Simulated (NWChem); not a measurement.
# H₃Al

SMILES: [AlH3]
```xyz
4

Al     0.0000     0.0000     0.0000
H      0.0000     0.0000     1.6008
H      1.3863     0.0000    -0.8004
H     -1.3863     0.0000    -0.8004
```
Charge 0, spin multiplicity 1.

Program: NWChem. All single points use one geometry, from PBE/def2-SVP, a minimum by its harmonic frequencies.

Symmetry labels belong to the abelian group C2v used in the runs, with the axes of the coordinates shown; states degenerate in a higher group split over its labels.

The correlated methods keep 5 core orbitals frozen. The structure started from a generated list of species.

List the 4 singlet excitations that EOM-CCSD/aug-cc-pVDZ, 5 core orbitals frozen gives, with oscillator strengths.


```csv
state,symmetry,energy (eV),wavelength (nm),f
1,b2,5.48,226,0.000
2,a2,5.48,226,0.000
3,b1,8.34,149,0.000
4,a1,8.39,148,0.194
```
These are the lowest roots of each symmetry, so higher states are missing between them.
